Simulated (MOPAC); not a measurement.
MOPAC input (MNDO):

```
MNDO 1SCF CHARGE=1 GEO-OK AUX(PRECISION=9) THREADS=1
CH3S

C    -1.04362215 1    0.14891845 1   -0.14969924 1
S     0.55418527 1   -0.01630678 1    0.03077809 1
H    -1.39596080 1    0.95534934 1   -0.78706621 1
H    -1.76903875 1   -0.49975121 1    0.32998966 1
H     0.55976817 1   -1.08820041 1    0.86282249 1
```

From the last part of the output:

```
                                                       MOPAC v23.2.5 Linux

          FINAL HEAT OF FORMATION =        217.32084 KCAL/MOL =     909.27040 KJ/MOL

          COSMO AREA              =         79.43 SQUARE ANGSTROMS
          COSMO VOLUME            =         62.48 CUBIC ANGSTROMS

          IONIZATION POTENTIAL    =         18.445777 EV
          HOMO LUMO ENERGIES (EV) =        -18.446 -8.104
          NO. OF FILLED LEVELS    =          6
          MOLECULAR WEIGHT        =         47.0947         POINT GROUP:  Cs

          MOLECULAR DIMENSIONS (Angstroms)

            Atom       Atom       Distance
            H     5    H     3     3.27462
            H     4    S     2     2.20142
            C     1    S     2     0.00000

          SCF CALCULATIONS        =          1

   ATOM   CHEMICAL          X               Y               Z
  NUMBER   SYMBOL      (ANGSTROMS)     (ANGSTROMS)     (ANGSTROMS)

     1       C         -1.04362215  *   0.14891845  *  -0.14969924  *
     2       S          0.55418527  *  -0.01630678  *   0.03077809  *
     3       H         -1.39596080  *   0.95534934  *  -0.78706621  *
     4       H         -1.76903875  *  -0.49975121  *   0.32998966  *
     5       H          0.55976817  *  -1.08820041  *   0.86282249  *

                             CARTESIAN COORDINATES

   1    C       -1.043622150     0.148918450    -0.149699240
   2    S        0.554185270    -0.016306780     0.030778090
   3    H       -1.395960800     0.955349340    -0.787066210
   4    H       -1.769038750    -0.499751210     0.329989660
   5    H        0.559768170    -1.088200410     0.862822490

           Empirical Formula: C H3 S  =     5 atoms

      MOLECULAR POINT GROUP   :   Cs

                  EIGENVALUES
 -38.98104 -28.48921 -23.37878 -21.55140 -19.51481 -18.44578  -8.10432  -5.54280
  -5.02962  -2.91478  -2.22873

              NET ATOMIC CHARGES AND DIPOLE CONTRIBUTIONS

  ATOM NO.   TYPE          CHARGE      No. of ELECS.   s-Pop       p-Pop
    1          C           0.036418        3.9636     1.33611     2.62747
    2          S           0.624994        5.3750     1.84627     3.52873
    3          H           0.150333        0.8497     0.84967
    4          H           0.136284        0.8637     0.86372
    5          H           0.051971        0.9480     0.94803
 DIPOLE           X         Y         Z       TOTAL
 POINT-CHG.    -0.811     0.004    -0.030     0.812
 HYBRID        -1.415    -0.772     0.553     1.704
 SUM           -2.226    -0.768     0.523     2.412

          ATOMIC ORBITAL ELECTRON POPULATIONS

     Atom    s        px        py        pz
    1  C   1.33611   0.99667   0.87665   0.75415
    2  S   1.84627   0.98771   1.23315   1.30788
    3  H   0.84967
    4  H   0.86372
    5  H   0.94803

 **********************
 *                    *
 * JOB ENDED NORMALLY *
 *                    *
 **********************

 == MOPAC DONE ==
```

The dipole moment of an ion depends on the origin.

The geometry given is a B3LYP-D3(BJ)/def2-TZVP minimum.
